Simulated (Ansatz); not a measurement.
Z-matrix (Å, degrees):
```
C
Se 1 1.996
N 1 1.446 2 100.2
H 1 1.093 2 108.8 3 120.1
H 1 1.093 2 108.9 3 -119.9
Si 2 2.275 1 71.8 3 -2.6
H 3 1.005 1 119.3 2 170.9
H 6 1.490 2 116.7 1 -114.1
H 6 1.488 2 116.8 1 118.1
```

Charge 0, multiplicity 1.

Q: List the r2SCAN/def2-TZVPP orbital energies in eV (the Gaussian-basis code of Ansatz). (Estimate.)

A: Computed: Occupied: -12333.71, -1791.74, -1574.36, -1411.62, -1411.58, -1411.53, -385.20, -274.90, -210.48, -153.96, -153.84, -153.65, -142.08, -97.00, -96.92, -96.89, -54.32, -54.30, -54.15, -54.07, -54.05, -23.64, -18.48, -16.33, -13.64, -12.36, -11.60, -10.40, -8.93, -8.20, -7.66, -6.08, -5.62. Lowest empty: -1.06, -0.92, 1.05, 1.46, 1.99, 2.22, 2.66, 3.04.
